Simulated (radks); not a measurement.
Problem. These are the eigenvalues of the occupied orbitals of an atom or ion with whole-number occupations (eV). All-electron calculation, Dirac Kohn-Sham, PBE, spin-unpolarised, spherical densities, finite nucleus; Fermi nuclear charge, rms radius of each element as measured or else 0.836 A^(1/3) + 0.57 fm. Program: a radial shooting solver on a logarithmic mesh with Libxc functionals.

1s1/2: -67941.78
2s1/2: -12237.84
2p1/2: -11727.23
2p3/2: -10457.63
3s1/2: -3339.282
3p1/2: -3112.511
3p3/2: -2838.239
3d3/2: -2454.970
3d5/2: -2395.330
4s1/2: -1189.034
4p1/2: -1093.996
4p3/2: -1023.200
4d3/2: -866.0150
4d5/2: -851.9165
4f5/2: -655.8525

Which element is it, and in what charge state? The configuration may be excited. Open shells, if any, fill j = l - 1/2 first.

Solution. Z = 73, tantalum, charge +23: Ta23+ in [Kr] 4d10 4f4. The list shows which subshells hold electrons but not how many an open one holds; the 1s level, -2496.8 hartree, gives Z - s = 70.7 by -(Z - s)^2/2, which with screening and relativity narrows Z to a few neighbours, and the depths of the outer levels then fix element, charge and occupations together.
